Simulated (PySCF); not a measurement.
## Solvent effects on NMR parameters

Atoms are numbered as in `[O:1]=[C:2]([C@@H:3]1[C@H:4]2[CH:5]=[CH:6][CH2:7][C@@H:8]12)[C:9]([F:10])([F:11])[F:12]`; H(Xn) means a hydrogen on atom n. Ha(C7) is cis to C3 on the ring; Hb(C7) is trans to C3 on the ring.

GIAO PBE0/pcSseg-1 in PySCF 2.14.0 with density-fitted response routines on one PBE0-D3(BJ)/def2-SVP conformer, non-relativistic, equivalent nuclei averaged. Solvents enter as an IEF-PCM continuum (chloroform with ε = 4.7, acetonitrile with ε = 35.7) around the gas-phase geometry. Shifts are referred to TMS, CFCl3 computed in the same medium.

Gas phase, δ in ppm: C2 197.5, C5 142.8, C6 141.8, C9 120.9, C4 44.8, C7 40.2, C3 37.6, C8 34.3, F10/F11/F12 -94.3, H(C5) 6.33, H(C6) 5.84, Hb(C7) 2.86, Ha(C7) 2.57, H(C4) 2.51. Dipole moment 3.56 D.

Q: How does each δ change in the continuum?

A: 
```csv
atoms,environment,"Δδ, chloroform","Δδ, acetonitrile"
C2,ketone carbonyl carbon,+2.8,+3.8
C5,alkene CH,+0.1,+0.1
C6,alkene CH,+2.7,+3.8
C9,CF3 carbon,+0.8,+1.2
C4,three-membered-ring carbon,+1.9,+2.6
C7,allylic sp3 CH2,+1.0,+1.4
C3,three-membered-ring carbon,+1.6,+2.2
C8,three-membered-ring carbon,+2.2,+3.0
F10/F11/F12,fluorine of a CF3 group,+1.5,+2.2
H(C5),hydrogen on an alkene CH,+0.09,+0.12
H(C6),hydrogen on an alkene CH,+0.19,+0.26
Hb(C7),hydrogen on an allylic sp3 CH2,+0.11,+0.15
Ha(C7),hydrogen on an allylic sp3 CH2,+0.12,+0.18
H(C4),hydrogen on a three-membered-ring carbon,+0.13,+0.16
```

Changes are relative to the gas phase. The dipole moment becomes 4.18 D in chloroform, 4.40 D in acetonitrile.

Q: Which of the listed nuclei move most (in ppm), and what does the model miss? (N and O are left out, as their reference compounds move with the solvent too.)

A: C2 (ketone carbonyl carbon, +3.8 ppm) and C6 (alkene CH, +3.8 ppm) in acetonitrile. A continuum only polarises the solute; specific hydrogen bonds, the anisotropy of aromatic solvents and changes of geometry or conformer are outside it.
